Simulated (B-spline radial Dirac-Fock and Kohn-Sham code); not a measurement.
I⁶⁺ 4d3/2: cross section and angular parameters

System: I⁶⁺, configuration [Kr] 4d10 5s1; threshold 136.5 eV (orbital energy of the model). Method: Dirac-Hartree-Slater photoionisation with a Latter tail; cross sections with all multipoles, angular parameters from the dipole term and its interference with E2. Computed with an atomic code on a B-spline grid.

Input file task.json (cfg lists n, l and occupation; rrms is the nuclear radius in fm):

```json
{"items": [{
  "Z": 53,
  "q": 6,
  "cfg": [[1, 0, 2], [2, 0, 2], [2, 1, 6], [3, 0, 2], [3, 1, 6], [3, 2, 10], [4, 0, 2], [4, 1, 6], [4, 2, 10], [5, 0, 1]],
  "A": 127,
  "rrms": 4.75,
  "do": "xps",
  "hv": [53.7, 100, 110.0, 159.0, 161.0, 200.0, 222.0, 226.0, 300, 400, 532.0, 600, 611.0, 863.0, 897.0, 906.0, 1000, 1486.9, 1540.0, 1590.0, 2450.0, 2690.0, 4070.0, 4100.0, 6000, 6160.0, 8047.8, 11900.0, 12400.0]
}]}
```

Launch: `python xray2_run.py task.json out`

For linearly polarised light dσ/dΩ = σ/(4π) [1 + β P₂(cos θ) + (δ + γ cos²θ) sin θ cos φ], with θ from the polarisation vector and φ the angle between the beam and the projection of the electron momentum on the plane normal to the polarisation.

```
hν (eV)  σ (kb)       β       γ       δ
    159     164  -0.754  -0.521   0.181
    161     167  -0.833  -0.480   0.178
    200     273  -0.566   0.027   0.072
    222     318  -0.218   0.094   0.041
    226     324  -0.164   0.099   0.037
    300     347   0.475   0.085   0.003
    400     286   0.853   0.017  -0.002
    532     201   1.091  -0.027   0.002
    600     166   1.162  -0.032   0.006
    611     162   1.172  -0.032   0.006
    863    84.2   1.298   0.007   0.017
    897    77.6   1.307   0.016   0.019
    906    76.0   1.309   0.019   0.019
   1000       ?       ?       ?       ?
 1486.9    23.9   1.346   0.216   0.038
   1540    21.9   1.344   0.235   0.040
   1590    20.2   1.341   0.252   0.041
   2450    6.19   1.271   0.526   0.066
   2690    4.72   1.248   0.592   0.073
   4070    1.33   1.121   0.903   0.114
   4100    1.30   1.119   0.909   0.115
   6000   0.368   0.979   1.206   0.174
   6160   0.336   0.969   1.226   0.179
 8047.8   0.132   0.863   1.420   0.236
  11900  0.0314   0.707   1.667   0.349
  12400  0.0269   0.691   1.690   0.363
```

Task: Give the values at 1000 eV.

Result: σ = 61.3 kb, β = 1.327, γ = 0.047, δ = 0.023.
